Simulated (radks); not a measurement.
The numbers below are computed, except where a source is named.
Effect of the nuclear size on neutral tin, [Kr] 4d10 5s2 5p2. Level of theory: Dirac Kohn-Sham, exchange-only LDA, spin-unpolarised, spherical densities, finite nucleus; open shells fill j = l - 1/2 first; Fermi nuclear charge, rms radius 4.6519 fm (a radial shooting solver on a logarithmic mesh with Libxc functionals). The rms radius is varied about that value; shifts are against it.

| rms radius (fm) | total energy shift (eV) | density at nucleus (e/bohr^3) | 1s1/2 shift (meV) | 2s1/2 shift (meV) | 4s1/2 shift (meV) | 4p1/2 shift (meV) | 5s1/2 shift (meV) |
|---|---|---|---|---|---|---|---|
| 4.0006 | -1.07 | 1.948e+05 | -449 | -51.4 | -1.93 | 0.164 | -0.166 |
| 4.3495 | -0.514 | 1.923e+05 | -216 | -24.7 | -0.928 | 0.079 | -0.080 |
| 4.6519 | 0 | 1.903e+05 | 0.000 | 0.000 | 0.000 | 0.000 | 0.000 |
| 4.9171 | 0.475 | 1.887e+05 | 199 | 22.8 | 0.857 | -0.073 | 0.074 |
| 5.1962 | 0.999 | 1.871e+05 | 419 | 48.0 | 1.80 | -0.153 | 0.155 |

Slopes of the eigenvalues against <r^2> in GHz/fm^2, as finite differences over the two radii next to the reference (eigenvalue slopes, not the field-shift constants of lines): 1s1/2 19100, 2s1/2 2180, 4s1/2 82.1, 4p1/2 -6.95, 5s1/2 7.06.
